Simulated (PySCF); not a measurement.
# Working out the ionisation energy of Pb

Pb [Xe] 4f14 5d10 6s2 6p2 (3P) → Pb⁺ [Xe] 4f14 5d10 6s2 6p1 (2P). Calculation: PySCF 2.14, in def2-TZVPPD with the def2 core potential (60 electrons) (7s5p4d2f, 56 functions); scalar relativity through the core potential. Frozen: 5s2 5p6 5d10. Energies in hartree (1 hartree = 27.21139 eV):

```csv
part,Pb (lower),Pb⁺ (upper)
UHF,-191.835545,-191.594254
CCSD correlation,-0.046938,-0.036276
(T),-0.001054,-0.000416
```

Question: What does Hartree-Fock give?

Answer: (-191.594254) − (-191.835545) = 0.241291 hartree = 6.566 eV.

Question: What do CCSD and CCSD(T) give?

Answer: The CCSD correlation energies differ by 0.010662 hartree = 0.290 eV and the triples by 0.000638 hartree = 0.017 eV, so CCSD gives 6.856 eV and CCSD(T) 6.873 eV.

Reference: 7.417 eV (measured; NIST Atomic Spectra Database, ionization energies), between the lowest levels; spin-orbit coupling is absent from the calculation.

What remains against the reference includes basis incompleteness, the frozen core and higher excitations.
